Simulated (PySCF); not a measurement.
Positional isomers: quinoline fluoro+boryl. Isolated molecules, 0 K electronic values unless said otherwise. One relaxed conformer stands for each flexible species; it need not be the lowest. Strings in code marks are SMILES.

The HOMO–LUMO gap from two functionals at the same geometries (B3LYP-D3(BJ)/def2-SVP), both in PySCF: PBE-D3(BJ)/def2-TZVP and B3LYP-D3(BJ)/def2-TZVP. B3LYP has the VWN-RPA correlation part, as in Gaussian. 

| species | B3LYP-D3(BJ)/def2-TZVP (eV) |
|---|---|
| `Bc1c(F)ccc2cccnc12` | 4.43 |
| `c12ccccc1ncc(c2B)F` | 3.88 |
| `Bc1cc2ccccc2nc1F` | 4.20 |
| `c12c(F)ccc(c1nccc2)B` | 4.42 |

Q: What does PBE-D3(BJ)/def2-TZVP give for each?

A: 
- `Bc1c(F)ccc2cccnc12`: 2.68
- `c12ccccc1ncc(c2B)F`: 2.55
- `Bc1cc2ccccc2nc1F`: 2.85
- `c12c(F)ccc(c1nccc2)B`: 2.84
Over these rows, drawn at random from the members with no instability flagged (it was tested for open shells, ions and some series alone), PBE minus B3LYP-D3(BJ): mean -1.50 eV, from -1.75 eV to -1.33 eV.
